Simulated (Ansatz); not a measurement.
Compare A (`Cc1cncc(C)c1`) with its isomer B (`Cc1ccc(N)cc1`).

Computed with Ansatz on PBE0-D4/def2-TZVP structures; ΔE is electronic, products minus reactants. CCSD(T)/CBS is the MP2 limit (def2-TZVPP, def2-QZVPP) plus CCSD(T) − MP2 in def2-TZVPP, frozen cores. Functionals use def2-TZVPP. B3LYP here is the variant with VWN-RPA as its local correlation; programs differ in this. One conformer a species, not always the lowest.

Question: Which is lower in electronic energy at CCSD(T)/CBS, and by how much? (Best estimate.)

Answer: Computed: B, by 4.5 kcal/mol.

Question: Give E(B) − E(A) in kcal/mol with ωB97M-V, CCSD(T)/def2-TZVPP, PBE-D4, PBE0-D4, r2SCAN-D4, B3LYP, CCSD/def2-TZVPP. (An estimate is asked.)

Answer: Ansatz gave: ωB97M-V -4.6, CCSD(T)/def2-TZVPP -3.3, PBE-D4 -5.1, PBE0-D4 -5.3, r2SCAN-D4 -5.4, B3LYP -4.4, CCSD/def2-TZVPP -3.6. None reverses the order clearly.

Largest T1 diagnostic: 0.011.

Leaving LDA and LC-ωPBE aside and taking each functional with its dispersion term where it has one, the values, not all of them listed here, spread over 2.1 kcal/mol, from r2SCAN0-D4 to ωB97X-V. LDA lies −2.6 kcal/mol from PBE without D4. At CCSD(T), def2-SVP lies +3.7 kcal/mol from the extrapolated value and def2-TZVPP +1.2 kcal/mol.
